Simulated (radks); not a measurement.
The numbers below are computed, except where a source is named.
Exchange energies: the exact (Fock) value of the Kohn-Sham orbitals and density-functional approximations, as 100 (|E| - |E exact|)/|E exact|, negative where the magnitude is too small. Species: Yb [Xe] 4f14 6s2; Si4+ [Ne]; C4+ [He]. Code: a radial shooting solver on a logarithmic mesh with Libxc functionals. Model: non-relativistic Kohn-Sham, LDA (Slater exchange, Perdew-Wang correlation), spin-polarised, spherical densities, point nucleus. Every spin shell is full or empty, so the densities are truly spherical. Functionals are evaluated on that one density, not self-consistently.

functional             Yb      Si4+       C4+
exact (hartree)  -275.718  -19.1312  -3.49517
LDA                 -3.78     -8.56    -14.09
revPBE              +0.03     -0.17     -0.32
RPBE                +0.07     -0.03     -0.09
AM05                -3.56     -7.34    -10.88
SOGGA               -1.63     -3.82     -6.33
G96                 +0.73     +0.07     -0.17
EV93                -0.19     +1.43     +4.08
APBE                +0.56     +0.48     -0.23
TPSS                -0.12     +0.23     +0.14
SCAN                +0.30     +0.33     +0.15
r2SCAN              +0.05     +0.11     +0.15
MS2                 -0.40     +0.12     +0.21
Tao-Mo              -0.57     -0.12     +0.21
